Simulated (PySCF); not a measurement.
Job file and geometry (Å, from GFN2-xTB) of an NMR shielding run on SMILES FC(F)(F)S[B@@H-]1OC=CC=[O+]1, C₄H₄BF₃O₂S, GIAO PBE0/pcSseg-1 NMR shielding, non-relativistic, gas phase (PySCF 2.14.0, density-fitted response routines); density fitting, a coarse starting grid and PySCF grid level 2 are the driver's defaults:

```
$ OMP_NUM_THREADS=1 python probes_run.py task.json out

{"job": {"kind": "nmr", "xc": "PBE0", "basis": "pcSseg-1"}, "charge": 0, "multiplicity": 1}
F      1.544508    -1.232468    -0.739339
C      2.099084    -0.188216    -0.088197
F      1.751264     0.894735    -0.814490
F      3.413958    -0.320395    -0.213359
S      1.609961    -0.078947     1.646002
B     -0.336701     0.107486     1.510070
O     -0.858648    -1.120471     0.836336
C     -1.245282    -1.095134    -0.374793
C     -1.342867     0.063400    -1.134623
C     -1.009644     1.254753    -0.503403
O     -0.616876     1.333774     0.703721
H     -0.741238     0.206425     2.610288
H     -1.517106    -2.062562    -0.793014
H     -1.671368     0.040129    -2.155942
H     -1.083458     2.205482    -1.028134
```

**Question.** What does the program print?

**Answer.** 
```
coarse grid: 14968 points
cycle   1  E = -1026.6994729303  dE =  2.143e+00  |g| = 1.148e+00  |ddm| = 3.637e+00
cycle   2  E = -1026.2973417718  dE =  4.021e-01  |g| = 1.917e+00  |ddm| = 1.801e+00
cycle   3  E = -1026.9310708802  dE = -6.337e-01  |g| = 2.146e-01  |ddm| = 1.257e+00
cycle   4  E = -1026.9395157213  dE = -8.445e-03  |g| = 9.585e-02  |ddm| = 2.398e-01
cycle   5  E = -1026.9412367587  dE = -1.721e-03  |g| = 1.933e-02  |ddm| = 7.590e-02
cycle   6  E = -1026.9413126485  dE = -7.589e-05  |g| = 4.829e-03  |ddm| = 1.880e-02
cycle   7  E = -1026.9413174244  dE = -4.776e-06  |g| = 9.436e-04  |ddm| = 4.018e-03
final grid: 146504 points
cycle   8  E = -1027.0442223121  dE = -5.448e-05  |g| = 1.330e-02  |ddm| = 3.298e-02
cycle   9  E = -1027.0441661016  dE =  5.621e-05  |g| = 2.180e-02  |ddm| = 2.250e-02
cycle  10  E = -1027.0442540430  dE = -8.794e-05  |g| = 2.447e-03  |ddm| = 1.533e-02
cycle  11  E = -1027.0442553758  dE = -1.333e-06  |g| = 3.211e-04  |ddm| = 2.463e-03
cycle  12  E = -1027.0442553911  dE = -1.529e-08  |g| = 1.557e-04  |ddm| = 3.574e-04
cycle  13  E = -1027.0442553955  dE = -4.345e-09  |g| = 3.655e-05  |ddm| = 1.269e-04
cycle  14  E = -1027.0442553958  dE = -2.938e-10  |g| = 7.782e-06  |ddm| = 4.239e-05
converged SCF energy = -1027.0442553958

GIAO shielding tensors (ppm)
atom      isotropic    diamagn.    paramagn.     s11        s22        s33       span
  0 F      216.333     478.961    -262.628    128.033    204.532    316.433    188.400
  1 C       39.387     241.996    -202.609     24.556     35.266     58.339     33.783
  2 F      217.146     478.834    -261.688    129.377    205.303    316.759    187.382
  3 F      212.777     468.492    -255.715    137.109    197.023    304.200    167.091
  4 S      374.407    1056.086    -681.679    294.233    399.347    429.641    135.408
  5 B       97.201     189.517     -92.316     87.093     97.980    106.531     19.438
  6 O       62.038     396.775    -334.737   -169.708      0.929    354.894    524.601
  7 C       -2.463     249.072    -251.535   -111.322    -15.721    119.654    230.976
  8 C       79.353     260.120    -180.766    -30.635    107.632    161.064    191.699
  9 C       -2.654     249.144    -251.798   -111.419    -16.255    119.713    231.132
 10 O       62.965     396.789    -333.824   -168.855      2.601    355.150    524.005
 11 H       27.022      28.796      -1.773     24.786     25.930     30.352      5.566
 12 H       23.785      28.607      -4.822     22.053     24.225     25.077      3.024
 13 H       26.013      31.609      -5.596     24.189     26.527     27.322      3.133
 14 H       23.782      28.663      -4.881     22.072     24.217     25.057      2.985
```

Size and cost of the density-fitted run: 214 basis functions, 85 s wall time on 1 thread of an Arm Neoverse N1, shared host; peak memory 0.96 GiB.
